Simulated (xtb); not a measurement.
xtb input for tert-butylthiol (C4H10S), SMILES CC(C)(C)S, GFN2-xTB. 

```
$ xtb mol.xyz --gfn 2 --sp --chrg 0 --uhf 0 --json
$ cat mol.xyz
15

C     -0.29742118     1.21057245    -1.10726069
C     -0.25525651    -0.04877731    -0.25227611
C      0.14507166    -1.26514756    -1.07634146
C     -1.58994409    -0.27851281     0.44520489
S      0.99516323     0.19178195     1.10105657
H     -1.06567788     1.11280459    -1.87262186
H     -0.52736286     2.07936791    -0.49457814
H      0.65871188     1.37911216    -1.59970425
H      0.23063942    -2.14390976    -0.44101388
H     -0.60781740    -1.45983934    -1.83851763
H      1.10106281    -1.10289214    -1.57119694
H     -1.54084300    -1.16106540     1.07924169
H     -1.84620282     0.57656041     1.06706947
H     -2.37709165    -0.42169880    -0.29259604
H      2.03727075     0.36424077     0.29105271
```

Log of the run:

```
[banner left out]
          |                Calculation Setup                |
           -------------------------------------------------



           -------------------------------------------------
          |                 G F N 2 - x T B                 |
           -------------------------------------------------

        Reference                      10.1021/acs.jctc.8b01176
      * Hamiltonian:
        H0-scaling (s, p, d)           1.850000    2.230000    2.230000
        zeta-weighting                 0.500000
      * Dispersion:
        s8                             2.700000
        a1                             0.520000
        a2                             5.000000
        s9                             5.000000
      * Repulsion:
        kExp                           1.500000    1.000000
        rExp                           1.000000
      * Coulomb:
        alpha                          2.000000
        third order                    shell-resolved
        anisotropic                    true
        a3                             3.000000
        a5                             4.000000
        cn-shift                       1.200000
        cn-exp                         4.000000
        max-rad                        5.000000


          ...................................................
          :                      SETUP                      :
          :.................................................:
          :  # basis functions                  36          :
          :  # atomic orbitals                  35          :
          :  # shells                           21          :
          :  # electrons                        32          :
          :  max. iterations                   250          :
          :  Hamiltonian                  GFN2-xTB          :
          :  restarted?                      false          :
          :  GBSA solvation                  false          :
          :  PC potential                    false          :
          :  electronic temp.          300.0000000     K    :
          :  accuracy                    1.0000000          :
          :  -> integral cutoff          0.2500000E+02      :
          :  -> integral neglect         0.1000000E-07      :
          :  -> SCF convergence          0.1000000E-05 Eh   :
          :  -> wf. convergence          0.1000000E-03 e    :
          :  Broyden damping             0.4000000          :
          :  net charge                          0          :
          :  unpaired electrons                  0          :
          ...................................................

 iter      E             dE          RMSdq      gap      omega  full diag
   1    -17.0774195 -0.170774E+02  0.335E+00    5.32       0.0  T
   2    -17.1194634 -0.420439E-01  0.215E+00    4.62       1.0  T
   3    -17.1228805 -0.341709E-02  0.891E-01    4.62       1.0  T
   4    -17.1247029 -0.182244E-02  0.342E-01    4.43       1.0  T
   5    -17.1248773 -0.174368E-03  0.139E-01    4.44       1.0  T
   6    -17.1248969 -0.195953E-04  0.302E-02    4.43       1.0  T
   7    -17.1248977 -0.878454E-06  0.393E-03    4.44       6.6  T
   8    -17.1248977 -0.605680E-08  0.185E-03    4.44      14.0  T
   9    -17.1248977 -0.148394E-08  0.419E-04    4.44      61.7  T
  10    -17.1248977 -0.113030E-09  0.160E-04    4.44     161.7  T

   *** convergence criteria satisfied after 10 iterations ***

         #    Occupation            Energy/Eh            Energy/eV
      -------------------------------------------------------------
         1        2.0000           -0.7028192             -19.1247
       ...           ...                  ...                  ...
        10        2.0000           -0.4781312             -13.0106
        11        2.0000           -0.4638879             -12.6230
        12        2.0000           -0.4624542             -12.5840
        13        2.0000           -0.4487165             -12.2102
        14        2.0000           -0.4476423             -12.1810
        15        2.0000           -0.4303673             -11.7109
        16        2.0000           -0.3631726              -9.8824 (HOMO)
        17                         -0.2001642              -5.4467 (LUMO)
        18                         -0.1160430              -3.1577
        19                         -0.0112220              -0.3054
        20                         -0.0047857              -0.1302
        21                          0.0076175               0.2073
       ...                                ...                  ...
        35                          0.5320552              14.4780
      -------------------------------------------------------------
                  HL-Gap            0.1630084 Eh            4.4357 eV
             Fermi-level           -0.2816684 Eh           -7.6646 eV

 SCC (total)                   0 d,  0 h,  0 min,  0.007 sec
 SCC setup                      ...        0 min,  0.000 sec (  1.672%)
 Dispersion                     ...        0 min,  0.000 sec (  0.990%)
 classical contributions        ...        0 min,  0.000 sec (  0.402%)
 integral evaluation            ...        0 min,  0.001 sec ( 16.623%)
 iterations                     ...        0 min,  0.004 sec ( 53.589%)
 molecular gradient             ...        0 min,  0.002 sec ( 25.304%)
 printout                       ...        0 min,  0.000 sec (  1.277%)

         :::::::::::::::::::::::::::::::::::::::::::::::::::::
         ::                     SUMMARY                     ::
         :::::::::::::::::::::::::::::::::::::::::::::::::::::
         :: total energy             -16.913322445675 Eh    ::
         :: gradient norm              0.000138227680 Eh/a0 ::
         :: HOMO-LUMO gap              4.435684584366 eV    ::
         ::.................................................::
         :: SCC energy               -17.124878109433 Eh    ::
         :: -> isotropic ES            0.007470031345 Eh    ::
         :: -> anisotropic ES          0.003644700555 Eh    ::
         :: -> anisotropic XC          0.011130601592 Eh    ::
         :: -> dispersion             -0.009469159757 Eh    ::
         :: repulsion energy           0.211555663759 Eh    ::
         :: add. restraining           0.000000000000 Eh    ::
         :: total charge               0.000000000000 e     ::
         :::::::::::::::::::::::::::::::::::::::::::::::::::::

           -------------------------------------------------
          |                Property Printout                |
           -------------------------------------------------

    * Orbital Energies and Occupations

         #    Occupation            Energy/Eh            Energy/eV
      -------------------------------------------------------------
         1        2.0000           -0.7028192             -19.1247
       ...           ...                  ...                  ...
         4        2.0000           -0.6020202             -16.3818
         5        2.0000           -0.5544680             -15.0878
         6        2.0000           -0.5213426             -14.1865
         7        2.0000           -0.5139106             -13.9842
         8        2.0000           -0.5102682             -13.8851
         9        2.0000           -0.4830311             -13.1439
        10        2.0000           -0.4781312             -13.0106
        11        2.0000           -0.4638879             -12.6230
        12        2.0000           -0.4624542             -12.5840
        13        2.0000           -0.4487165             -12.2102
        14        2.0000           -0.4476423             -12.1810
        15        2.0000           -0.4303673             -11.7109
        16        2.0000           -0.3631726              -9.8824 (HOMO)
        17                         -0.2001642              -5.4467 (LUMO)
        18                         -0.1160430              -3.1577
        19                         -0.0112220              -0.3054
        20                         -0.0047857              -0.1302
        21                          0.0076175               0.2073
        22                          0.0726036               1.9756
        23                          0.1096704               2.9843
        24                          0.1129699               3.0741
        25                          0.1238864               3.3711
        26                          0.1920260               5.2253
        27                          0.1925507               5.2396
       ...                                ...                  ...
        35                          0.5320552              14.4780
      -------------------------------------------------------------
                  HL-Gap            0.1630084 Eh            4.4357 eV
             Fermi-level           -0.2816684 Eh           -7.6646 eV

     #   Z          covCN         q      C6AA      α(0)
     1   6 C        3.793    -0.107    22.558     6.763
     2   6 C        3.890     0.083    19.152     6.221
     3   6 C        3.793    -0.107    22.558     6.764
     4   6 C        3.814    -0.104    22.474     6.747
     5  16 S        2.020    -0.306   154.338    20.909
     6   1 H        0.925     0.041     2.439     2.442
     7   1 H        0.925     0.048     2.342     2.393
     8   1 H        0.925     0.038     2.473     2.459
     9   1 H        0.925     0.048     2.343     2.393
    10   1 H        0.925     0.041     2.439     2.442
    11   1 H        0.925     0.038     2.473     2.459
    12   1 H        0.925     0.047     2.360     2.403
    13   1 H        0.925     0.047     2.360     2.402
    14   1 H        0.925     0.040     2.454     2.450
    15   1 H        0.923     0.154     1.364     1.826

 Mol. C6AA /au·bohr⁶  :       2121.934522
 Mol. C8AA /au·bohr⁸  :      57144.851877
 Mol. α(0) /au        :         71.075802


Wiberg/Mayer (AO) data.
largest (>0.10) Wiberg bond orders for each atom

 ---------------------------------------------------------------------------
     #   Z sym  total        # sym  WBO       # sym  WBO       # sym  WBO
 ---------------------------------------------------------------------------
     1   6 C    3.995 --     2 C    1.007     7 H    0.985     8 H    0.985
                             6 H    0.979
     2   6 C    3.970 --     1 C    1.007     3 C    1.007     4 C    1.006
                             5 S    0.944
     3   6 C    3.995 --     2 C    1.007     9 H    0.985    11 H    0.985
                            10 H    0.979
     4   6 C    3.995 --     2 C    1.006    12 H    0.985    13 H    0.985
                            14 H    0.981
     5  16 S    1.992 --    15 H    0.964     2 C    0.944
     6   1 H    0.998 --     1 C    0.979
     7   1 H    0.998 --     1 C    0.985
     8   1 H    0.999 --     1 C    0.985
     9   1 H    0.998 --     3 C    0.985
    10   1 H    0.998 --     3 C    0.979
    11   1 H    0.999 --     3 C    0.985
    12   1 H    0.998 --     4 C    0.985
    13   1 H    0.998 --     4 C    0.985
    14   1 H    0.998 --     4 C    0.981
    15   1 H    0.976 --     5 S    0.964
 ---------------------------------------------------------------------------

Topologies differ in total number of bonds
Writing topology from bond orders to xtbtopo.mol

molecular dipole:
                 x           y           z       tot (Debye)
 q only:       -0.185      -0.043      -0.668
   full:       -0.261      -0.060      -0.951       2.512
molecular quadrupole (traceless):
                xx          xy          yy          xz          yz          zz
 q only:        1.758       0.227       0.376      -1.596      -0.317      -2.134
  q+dip:        2.130       0.181       0.895      -2.747      -0.541      -3.025
   full:        2.609       0.399       0.186      -2.702      -0.519      -2.796
Note: The following floating-point exceptions are signalling: IEEE_UNDERFLOW_FLAG IEEE_DENORMAL
normal termination of xtb


           -------------------------------------------------
          | TOTAL ENERGY              -16.913322445675 Eh   |
          | GRADIENT NORM               0.000138227680 Eh/α |
          | HOMO-LUMO GAP               4.435684584366 eV   |
           -------------------------------------------------

------------------------------------------------------------------------
------------------------------------------------------------------------
 total:
 SCF:
```

The calculation finished and met its thresholds.
